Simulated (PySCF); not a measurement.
A GIAO shielding run with PySCF 2.14 (density fitting, non-relativistic, gas phase) on `C=CC[C@@H]1CCOBO1`, C6H11BO2:

```
$ OMP_NUM_THREADS=1 python probes_run.py task.json out

{"job": {"kind": "nmr", "xc": "PBE", "basis": "pcSseg-1", "pop": false}, "charge": 0, "multiplicity": 1}
C      3.309118     0.174883     0.185333
C      2.175233     0.226345    -0.515167
C      0.988143     1.063089    -0.157075
C     -0.191508     0.255264     0.374510
C     -0.746975    -0.763256    -0.608033
C     -2.007065    -1.392939    -0.047308
O     -2.940459    -0.416586     0.361320
B     -2.516255     0.819644     0.729028
O     -1.204930     1.176721     0.747759
H      4.142004    -0.464395    -0.119039
H      3.448840     0.779008     1.088027
H      2.087760    -0.393040    -1.416842
H      0.634698     1.628331    -1.037239
H      1.255834     1.803046     0.612725
H      0.139439    -0.275727     1.287331
H     -0.975168    -0.256391    -1.562365
H      0.000340    -1.543191    -0.819159
H     -2.495827    -2.032468    -0.798785
H     -1.761278    -2.036774     0.816317
H     -3.340425     1.638037     1.051432
```

Hardware: 1 thread of an Arm Neoverse N1, shared host. The job also computes ring-centre shieldings.

(1) How large is the calculation?

(2) How long does it take, and how much memory does it need?

(3) And these other runs on the same molecule and hardware: GIAO shielding at PBE0/pcSseg-1?

## Answers

(1) 68 electrons, 208 basis functions and 1070 auxiliary functions.

(2) 94 s of wall time, with 16 SCF cycles; peak memory 0.93 GiB. Times on a shared host scatter by some tens of per cent.

(3) PBE0/pcSseg-1: 208 functions, 69 s.
